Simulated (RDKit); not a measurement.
Job for RDKit: UFF on FH4N (a complex), monomers drawn apart or pushed together.

```python
from rdkit import Chem
from rdkit.Chem import AllChem, rdDetermineBonds

blocks = [
'''4

N     0.03820228    0.17655272    0.30490449
H    -0.23874454   -0.74046460   -0.02745915
H    -0.60024194    0.85723204   -0.09151782
H     0.96518207    0.37179989   -0.05658345
''',
'''2

F    -0.00410799    0.32644839    4.28044276
H     0.00613269    0.29019649    3.31897822
''',
]
mol = None
for b in blocks:
    f = Chem.MolFromXYZBlock(b)
    rdDetermineBonds.DetermineBonds(f, charge=0)
    mol = f if mol is None else Chem.CombineMols(mol, f)
Chem.SanitizeMol(mol)
print(Chem.MolToSmiles(Chem.RemoveHs(mol)))
ff = AllChem.UFFGetMoleculeForceField(mol, vdwThresh=100.0, ignoreInterfragInteractions=False)
e = ff.CalcEnergy()
print(f'UFF energy {e:.6f} kcal/mol')
```

Output:

```
F.N
UFF energy 1.584665 kcal/mol
```

The run finished.

Cost: about 0.04 core-seconds (a rough figure).
